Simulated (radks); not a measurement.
Se24+, configuration 1s1.75 2s2 2p6 3s0.25 (fractional occupations, a model configuration). All-electron calculation, Dirac Kohn-Sham, OLYP, spin-unpolarised, spherical densities, point nucleus. Program: a radial shooting solver on a logarithmic mesh with Libxc functionals.

Radial electron density D(r) = 4 pi r^2 rho(r):

r (bohr)  D(r) (e/bohr)
0.004413          4.980
0.005521          7.129
0.006853          9.896
0.008573          13.59
0.01064           17.96
0.01331           23.14
0.01652           28.34
0.02067           33.18
0.02565           36.38
0.03209           37.29
0.03983           35.74
0.04983           32.77
0.06185           30.95
0.07737           32.68
0.09603           38.14
0.1201            44.25
0.1491            45.07
0.1865            37.23
0.2315            23.89
0.2896            11.01
0.3595            3.963
0.4497            1.348
0.5582           0.5829
0.6983           0.2013
0.8667          0.04118
1.084          0.003599
1.346         0.0001282

D(r) has 2 maxima, at r = 0.0308, 0.138 bohr, and minima at 0.0633 bohr, inside which lie 1.81 electrons.
